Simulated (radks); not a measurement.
The numbers below are computed, except where a source is named.
K-, configuration [Ar] 4s2. Code: a radial shooting solver on a logarithmic mesh with Libxc functionals. Model: non-relativistic Kohn-Sham, r2SCAN, spin-polarised, spherical densities, point nucleus; meta-GGA in the generalised Kohn-Sham scheme; hard spherical wall at 8 bohr.

Local quantities along the radius. ELF = 1/(1 + alpha^2) is the electron localisation function; alpha = (tau - tau_W)/tau_unif compares the Pauli kinetic energy density with that of the uniform gas (summed over spins); s = |grad rho|/(2 (3 pi^2)^(1/3) rho^(4/3)) is the reduced gradient; -r V(r) is the screened charge that the Kohn-Sham potential of spin up presents (atomic units).

r (bohr),ELF,alpha,s,-r V(r)
0.005647,1.000,0.01361,0.3979,18.71
0.007295,1.000,0.01481,0.4062,18.61
0.009423,1.000,0.01652,0.4170,18.49
0.01217,1.000,0.01903,0.4313,18.33
0.01572,0.999,0.02287,0.4503,18.13
0.02015,0.999,0.02878,0.4750,17.87
0.02603,0.998,0.03909,0.5091,17.55
0.03362,0.997,0.05806,0.5556,17.14
0.04343,0.991,0.09644,0.6182,16.64
0.0561,0.968,0.1828,0.6994,16.04
0.07247,0.865,0.3953,0.7891,15.33
0.09287,0.565,0.8780,0.8304,14.37
0.12,0.278,1.613,0.6939,13.35
0.155,0.290,1.566,0.4061,12.31
0.2002,0.565,0.8782,0.2909,11.19
0.2586,0.796,0.5056,0.3773,9.916
0.3314,0.857,0.4087,0.5543,8.652
0.428,0.765,0.5535,0.8278,7.380
0.5529,0.266,1.662,1.063,5.811
0.7142,0.111,2.827,0.5157,4.837
0.9226,0.601,0.8143,0.2331,3.859
1.182,0.866,0.3933,0.4526,2.816
1.527,0.850,0.4203,0.7652,1.933
1.973,0.613,0.7953,1.192,1.138
2.548,0.120,2.703,1.454,0.3336
3.292,0.132,2.561,0.6823,0.2310
4.218,0.867,0.3924,0.5970,0.004020
5.449,0.998,0.04554,1.337,-0.09276
7.039,1.000,0.008013,7.358,-0.2606

On this mesh the ELF has minima near r = 0.14, 0.71, 2.9 bohr, which separate the shells, and maxima near 0.33 (0.86), 1.3 (0.88).
